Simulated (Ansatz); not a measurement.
Total energies of AlClH6OSi2.

```xyz
11

O    -0.580   -2.022   -0.697
Si   -0.516   -1.532    0.875
Si    0.135    0.720    0.897
Al    0.226    1.902   -1.190
Cl    2.079    0.671   -0.189
H    -0.791   -1.368   -1.366
H    -1.844   -1.626    1.549
H     0.436   -2.431    1.572
H     0.496    1.250    2.240
H     0.618    3.428   -1.279
H    -0.259    1.009   -2.412
```

Total charge 0; spin multiplicity 1. The bonds changed during the relaxation, so this is another structure than the one it started from. Geometry: relaxed with PBE0-D4/def2-TZVP. It is one conformer, not always the lowest. Basis def2-TZVPP, Ansatz 0.2.0.

RPA on PBE orbitals: Hartree–Fock energy of these orbitals -1357.71380 Eh, correlation -1.32889 Eh (frozen core).

| functional | kind | energy without D4 (Eh) | D4 term (kJ/mol) |
| --- | --- | --- | --- |
| revPBE | GGA | -1360.30815 | -76.7 |
| r2SCAN | meta-GGA | -1360.44820 | -7.5 |

Problem. Give the same for LDA (SPW92), PBE, BLYP, B97M-V, PBE0, B3LYP, r2SCANh, r2SCAN0, HSE06 (plane-wave form), BHLYP, CAM-B3LYP, LC-ωPBE, ωB97X-V, ωB97M-V, B2PLYP, PBE-QIDH. (An estimate is asked.)

Solution. The calculation gave: 
| functional | kind | energy without D4 (Eh) | D4 term (kJ/mol) |
| --- | --- | --- | --- |
| LDA (SPW92) | LDA | -1355.15888 | – |
| PBE | GGA | -1359.88177 | -31.2 |
| BLYP | GGA | -1360.56354 | -65.7 |
| B97M-V | meta-GGA with VV10 | -1360.25486 | – |
| PBE0 | global hybrid, 25 % exact exchange | -1360.00240 | -27.0 |
| B3LYP | global hybrid, 20 % | -1360.67667 | -50.8 |
| r2SCANh | meta-GGA hybrid, 10 % | -1360.43695 | -8.2 |
| r2SCAN0 | meta-GGA hybrid, 25 % | -1360.42141 | -9.2 |
| HSE06 (plane-wave form) | screened hybrid | -1359.97166 | -25.6 |
| BHLYP | global hybrid, 50 % | -1360.55665 | -44.8 |
| CAM-B3LYP | range-separated hybrid | -1360.59659 | -28.2 |
| LC-ωPBE | long-range corrected hybrid | -1360.15978 | – |
| ωB97X-V | range-separated hybrid GGA with VV10 | -1360.37085 | – |
| ωB97M-V | range-separated hybrid meta-GGA with VV10 | -1360.47935 | – |
| B2PLYP | double hybrid | -1360.05206 | – |
| PBE-QIDH | double hybrid | -1359.65018 | – |

B3LYP takes the VWN-RPA correlation (the form of Gaussian; ORCA's B3LYP/G). HSE06 is the plane-wave form, built on full-range PBE exchange. The double hybrids freeze the cores in their second-order part.

LC-ωPBE has ω = 0.4 bohr⁻¹.
